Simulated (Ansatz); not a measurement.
Ideal-gas functions of `C#C[NH][SnH3]` at 298.15 K and 1 bar, from an Ansatz frequency run at PBE0-D4/def2-TZVP.

Molar mass 161.78 g/mol, point group C1 (symmetry number 1), electronic degeneracy 1, moments of inertia 27.206, 288.407, 307.359 u Å². Harmonic wavenumbers (cm⁻¹, unscaled): 73, 104, 239, 397, 420, 465, 486, 523, 645, 678, 694, 701, 719, 1144, 1310, 1954, 1966, 1981, 2235, 3497, 3605.

Use S(trans) = R[1.5 ln M + 2.5 ln T − 1.1517]; rotational temperatures θ = 24.2544 K / I; S(rot) = R[ln(√π/σ · √(T³/θAθBθC)) + 1.5]; for each mode x = 1.438777 ν̃/T, S = R[x/(eˣ − 1) − ln(1 − e⁻ˣ)] and H = RT x/(eˣ − 1); 1 cm⁻¹ = 0.0119627 kJ/mol; R = 8.31446 J/(mol·K).

Question: By hand: the entropy, in J/(mol·K).

Answer: Translation 172.3. Rotation: θ = 0.8915, 0.0841, 0.0789 K, giving 109.6. Vibration, mode by mode: 17.03, 14.13, 7.57, 4.07, 3.73, 3.15, 2.90, 2.52, 1.58, 1.39, 1.31, 1.28, 1.19, 0.22, 0.11, 0.01, 0.01, 0.01, 0.00, 0.00, 0.00, in all 62.2. Electronic 0.0. Sum 344.1 J/(mol·K).

Question: By hand: H − E and G − E in kJ/mol, counted from the electronic energy.

Answer: Zero-point energy ½ × 23836 × 0.0119627 = 142.6; thermal vibration 10.3; translation, rotation and pV give 4 RT = 9.9. H − E = 162.8 kJ/mol, and G − E = 162.8 − 298.15 × 344.1/1000 = 60.2 kJ/mol.

Vibration gives 18 % of the entropy, 31.2 J/(mol·K) of it from the modes under 150 cm⁻¹: soft modes count most, and the harmonic formula is weakest for them. The sum counts one conformer and one mirror image; others add a mixing term.
